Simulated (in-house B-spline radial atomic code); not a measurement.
Results of a calculation; reference values are marked as such.
Correlation energy from the adiabatic connection: −Z exp(−kr)/r, Z = 1.69, k = 0.131

Two electrons in a singlet, external potential −Z exp(−kr)/r, Z = 1.69, k = 0.131 (atomic units). Full CI in B-splines (partial waves to l = 8, correlation up to 0.6 % small) with the density held fixed gives W(λ) = <V_ee>_λ − U, and E_c is the integral of W(λ) − W(0) from 0 to 1.

```tsv
λ	W(λ) − W(0) (hartree)
0	0.00000
0.02	-0.00196
0.05	-0.00486
0.12	-0.01144
0.25	-0.02301
0.4	-0.03538
0.6	-0.05046
0.8	-0.06409
1	-0.07647
```

Integrate the table by the trapezoid rule.

The strips give -0.00002, -0.00010, -0.00057, -0.00224, -0.00438, -0.00858, -0.01146, -0.01406, which sum to -0.04141 hartree. The direct value, W(1) − W(0) + T_c with T_c = 0.03498, is -0.04150; the curve is convex, so chords lie above it and the trapezoids fall short in size by 0.22 %.

Now use only three numbers: W(0) = -0.82021, the initial slope W'(0) = -0.09861 (extrapolated from the first points) and the strong-coupling limit of the point-charge-plus-continuum model, W∞ = -1.1738. What do second-order theory and the interpolation W(λ) = W∞ + (W(0) − W∞)/√(1 + 2χλ) of Seidl, Perdew and Levy give?

Second order keeps the slope alone: E_c = W'(0)/2 = -0.04931, +19 % in size against -0.04150. Matching the slope fixes χ = W'(0)/(W∞ − W(0)) = -0.09861/(-0.35359) = 0.27888. Integrating, with s = √(1 + 2χ) = 1.248104, E_c = −(W(0) − W∞)(s − 1)/(s + 1) = −0.35359 × 0.248104/2.248104 = -0.03902 hartree, -6.0 % in size against the full result. At λ = 1 the formula gives W − W(0) = -0.07029 against -0.07647. Part of the miss can come from the model's W∞.
